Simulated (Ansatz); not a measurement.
# Molecular dynamics of BClFHO

input.yaml

```yaml
crystal:
  periodic: [false, false, false]
  atoms:
    - { symbol: B, position_ang: [0.04747, -0.077394, 0.087319] }
    - { symbol: F, position_ang: [-0.112244, 0.282422, 1.343624] }
    - { symbol: O, position_ang: [1.279063, -0.380642, -0.355246] }
    - { symbol: H, position_ang: [1.293508, -0.63175, -1.286494] }
    - { symbol: Cl, position_ang: [-1.376597, -0.144536, -0.964104] }
basis:
  gaussian: { orbitals: "6-31G*" }
hamiltonian:
  xc: pbe0
  dispersion: d4
md:
  timestep: 0.5
  n_steps: 250
  ensemble: nvt_langevin
  temperature: 500.0
  initial_velocities: maxwell_boltzmann
  seed: 720695
  friction: 0.01
```

Launched with:

```bash
$ ansatz run input.yaml --threads 1 --pin off --max-ram 2048MiB --backend cpu --events-out ev --progress --plain --runs-dir out
```

It starts from a relaxed structure.

Output, in part (step lines, the closing report, with atoms numbered from 0):

```
md step     0: t =     0.00 fs  T =   400.0 K  F+E_penalty+E_count = -17972.99758282 eV  E_kin = 0.258520 eV  (24 SCF iters)
[... lines left out ...]
Total energy: -17972.83787163 eV, -660.4896093553 hartree
Atom 0 at    -0.269288    -0.124552    -0.005580 Å, force    -0.069148     0.064654     0.785016 eV/Å
Atom 1 at    -0.491764     0.609234     1.099018 Å, force    -0.592712    -0.282622    -1.336398 eV/Å
Atom 2 at     0.975493    -0.626811    -0.054473 Å, force    -0.062310    -0.119262     0.033197 eV/Å
Atom 3 at     1.101613    -1.358752    -0.658968 Å, force     0.046750    -0.079431    -0.472060 eV/Å
Atom 4 at    -1.514739    -0.496662    -1.274515 Å, force     0.677420     0.416661     0.990245 eV/Å
Dipole moment:     0.195567    -0.291299    -0.208051 e Å
```

The steps, from the saved trajectory:

```json
{"time (fs)": "0", "T (K)": "400", "potential energy less start (eV)": "0.000"}
{"time (fs)": "4", "T (K)": "255", "potential energy less start (eV)": "0.067"}
{"time (fs)": "8", "T (K)": "226", "potential energy less start (eV)": "0.096"}
{"time (fs)": "12", "T (K)": "310", "potential energy less start (eV)": "0.049"}
{"time (fs)": "16", "T (K)": "175", "potential energy less start (eV)": "0.119"}
{"time (fs)": "20", "T (K)": "305", "potential energy less start (eV)": "0.074"}
{"time (fs)": "24", "T (K)": "368", "potential energy less start (eV)": "0.066"}
{"time (fs)": "28", "T (K)": "461", "potential energy less start (eV)": "0.100"}
{"time (fs)": "32", "T (K)": "568", "potential energy less start (eV)": "0.103"}
{"time (fs)": "36", "T (K)": "330", "potential energy less start (eV)": "0.238"}
{"time (fs)": "40", "T (K)": "392", "potential energy less start (eV)": "0.248"}
{"time (fs)": "44", "T (K)": "607", "potential energy less start (eV)": "0.139"}
{"time (fs)": "48", "T (K)": "502", "potential energy less start (eV)": "0.212"}
{"time (fs)": "52", "T (K)": "664", "potential energy less start (eV)": "0.122"}
{"time (fs)": "56", "T (K)": "657", "potential energy less start (eV)": "0.158"}
{"time (fs)": "60", "T (K)": "391", "potential energy less start (eV)": "0.294"}
{"time (fs)": "64", "T (K)": "415", "potential energy less start (eV)": "0.176"}
{"time (fs)": "68", "T (K)": "389", "potential energy less start (eV)": "0.209"}
{"time (fs)": "72", "T (K)": "304", "potential energy less start (eV)": "0.273"}
{"time (fs)": "76", "T (K)": "471", "potential energy less start (eV)": "0.162"}
{"time (fs)": "80", "T (K)": "410", "potential energy less start (eV)": "0.178"}
{"time (fs)": "84", "T (K)": "358", "potential energy less start (eV)": "0.187"}
{"time (fs)": "88", "T (K)": "383", "potential energy less start (eV)": "0.129"}
{"time (fs)": "92", "T (K)": "306", "potential energy less start (eV)": "0.145"}
{"time (fs)": "96", "T (K)": "313", "potential energy less start (eV)": "0.104"}
{"time (fs)": "100", "T (K)": "426", "potential energy less start (eV)": "0.064"}
{"time (fs)": "104", "T (K)": "331", "potential energy less start (eV)": "0.099"}
{"time (fs)": "108", "T (K)": "449", "potential energy less start (eV)": "0.067"}
{"time (fs)": "112", "T (K)": "365", "potential energy less start (eV)": "0.075"}
{"time (fs)": "116", "T (K)": "316", "potential energy less start (eV)": "0.113"}
{"time (fs)": "120", "T (K)": "336", "potential energy less start (eV)": "0.136"}
{"time (fs)": "124", "T (K)": "316", "potential energy less start (eV)": "0.152"}
```

All steps were run. The mean temperature of the second half is 25 % below the set value. A run of 0.12 ps of so small a system gives no equilibrium averages.

The same pairs are bonded in the first frame and the last. Pairs count as bonded within 1.25 times the sum of covalent radii (0.12 Å more for H–H).

Last frame:

```xyz
5
Properties=species:S:1:pos:R:3
B -0.269 -0.125 -0.006
F -0.492 0.609 1.099
O 0.976 -0.627 -0.054
H 1.102 -1.359 -0.659
Cl -1.515 -0.497 -1.274
```

The run took 8 min on 1 thread of Arm Neoverse V1, with other jobs on the host, peak memory 0.12 GiB.
